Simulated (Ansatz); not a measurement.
Abridged output of a molecular run in Ansatz:

```
Functional definition: HF
1603 factors; integrals over basis functions are off by at most 1.1e-3 eV
mean field evaluation 1: about -27231.5437 eV, gradient 4.1e1 eV
mean field evaluation 2: about -27231.9352 eV, gradient 4.1e1 eV
mean field evaluation 4: about -27235.7823 eV, gradient 4.9e0 eV
mean field evaluation 8: about -27235.8740 eV, gradient 4.6e-1 eV
mean field evaluation 16: about -27235.8748 eV, gradient 1.6e-6 eV
mean field -27235.87479102 eV, -1000.8999374311 hartree, gradient 1.6e-6 eV, S^2 0.000000; 0 other end points of the search recorded, 0 dependent functions left out
14 core orbitals not correlated: weight in the atoms' cores, before any rotation towards them, 1.000 or more for the frozen orbitals, at most 0.000 for the correlated occupied ones
reference -27235.87479102 eV, -1000.8999374311 hartree; 18, 18 occupied and 232, 232 virtual orbitals, 1603 factors
second order -30.44701111 eV of doubles, -0.00000000 eV of singles
cycle   1  -30.60275611 eV  change   -1.6e-1 eV  update   1.3e-1
cycle   2  -31.35534380 eV  change   -7.5e-1 eV  update   3.9e-2
cycle   3  -31.54321606 eV  change   -1.9e-1 eV  update   2.1e-2
cycle   4  -31.52305625 eV  change    2.0e-2 eV  update   5.3e-3
cycle   5  -31.52040326 eV  change    2.7e-3 eV  update   3.0e-3
cycle   6  -31.52255091 eV  change   -2.1e-3 eV  update   1.0e-3
cycle   7  -31.52217530 eV  change    3.8e-4 eV  update   4.8e-4
cycle   8  -31.52195951 eV  change    2.2e-4 eV  update   1.4e-4
cycle   9  -31.52202555 eV  change   -6.6e-5 eV  update   6.3e-5
cycle  10  -31.52205335 eV  change   -2.8e-5 eV  update   2.3e-5
perturbative correction -1.29317647 eV, -0.0475233588 hartree
Total energy: -27268.69002085 eV, -1002.1058748843 hartree
```

Its atoms:

Cartesian coordinates in Å:
```
F -1.0322 1.3776 0.6838
C -0.2448 0.3644 0.2310
C 0.5671 0.7989 -0.9427
Cl 1.7207 2.0906 -0.5213
O 0.4731 -0.2464 1.2891
Si -0.6465 -1.3537 0.7113
H 1.1435 -0.0396 -1.3302
H -0.0882 1.1851 -1.7218
H -1.8047 -1.6407 1.5795
H -0.0879 -2.5362 0.0214
```

Q: Which basis set was used?
A. cc-pV(Q+d)Z
B. def2-QZVPP
C. def2-TZVPPD
D. def2-TZVPP

A: D. It gives 264 functions.

Q: Write the keys of the input that set method, charge and spin (a neutral closed shell needs none for the last two).

A: 
```yaml
correlation: {method: ccsd_t}
```
